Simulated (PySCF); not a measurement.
**Two-photon absorption: 2-fluorobenzoic acid (O=C(O)c1ccccc1F, C₇H₅FO₂)**

Geometry (Å), atoms numbered from 1 in this order:
```xyz
15

O     2.5947   -1.3677   -0.2394
C     2.0799   -0.2978   -0.0259
O     2.7937    0.8049    0.2077
C     0.6058   -0.0942   -0.0036
C    -0.1885   -1.2205   -0.2643
C    -1.5741   -1.1454   -0.2738
C    -2.1956    0.0786   -0.0189
C    -1.4325    1.2108    0.2441
C    -0.0438    1.1210    0.2521
F     0.6413    2.2241    0.5115
H     3.7232    0.5325    0.1615
H     0.3345   -2.1588   -0.4597
H    -2.1707   -2.0361   -0.4790
H    -3.2855    0.1545   -0.0239
H    -1.8903    2.1803    0.4478
```

Level of theory: TDDFT CAM-B3LYP/aug-cc-pVDZ excited states, vertical, gas phase (PySCF 2.14.0). Geometry: PBE0-D3(BJ)/def2-SVP.

Question: Give the one- and two-photon strengths of the lowest singlets.

Answer: δ for parallel linear polarisation; σ at the peak of a Lorentzian of half width 0.1 eV, single beam; Ω is circular over linear.
```tsv
state	E (eV)	f	photon λ (nm)	δ (au)	σ (GM)	Ω	main
S1	4.99	0.045	497	18.4	0.17	1.08	HOMO→LUMO 0.79, HOMO−1→LUMO+3 0.14
S2	5.28	0.000	470	<0.1	0.00	–	HOMO−2→LUMO 0.85, HOMO−2→LUMO+9 0.12
S3	5.66	0.180	438	82.2	0.97	0.73	HOMO−1→LUMO 0.80, HOMO→LUMO+3 0.13
S4	6.64	0.421	373	7	0.11	1.23	HOMO→LUMO+3 0.73, HOMO−1→LUMO 0.14
S5	6.66	0.004	372	49	0.80	1.50	HOMO→LUMO+1 0.88
S6	6.80	0.435	364	45.5	0.77	0.74	HOMO−1→LUMO+3 0.74, HOMO→LUMO 0.13
```
